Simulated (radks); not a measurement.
The nuclear charge of neutral sulfur is varied continuously with 16 electrons held in [Ne] 3s2 3p4. Calculated with a radial shooting solver on a logarithmic mesh with Libxc functionals: scalar-relativistic Kohn-Sham, PBE, spin-polarised, spherical densities, finite nucleus; open shells are filled with parallel spins first; Fermi nuclear charge, rms radius 3.2611 fm. By the Hellmann-Feynman theorem dE/dZ = E(electron-nucleus)/Z, the electronic potential at the nucleus (averaged over a nucleus of fixed radius). The scalar-relativistic energy here is not variational (the density holds large components alone), so the two differ by a part that grows with Z.

Z,E (hartree),E(electron-nucleus)/Z (hartree),HOMO,e(HOMO) (eV),<r> HOMO (bohr)
15.8,-387.27525,-58.5116,3p,-4.007,2.234
16,-399.07678,-59.4716,3p,-5.977,2.119
16.2,-411.07034,-60.4305,3p,-8.112,2.021
16.4,-423.25573,-61.3883,3p,-10.405,1.935
16.6,-435.63278,-62.3455,3p,-12.851,1.858
16.8,-448.20137,-63.3020,3p,-15.445,1.789
17,-460.96141,-64.2581,3p,-18.185,1.727

The central difference of E at Z = 16 is -59.488 hartree, to compare with the third column; the second derivative is -4.8 hartree.
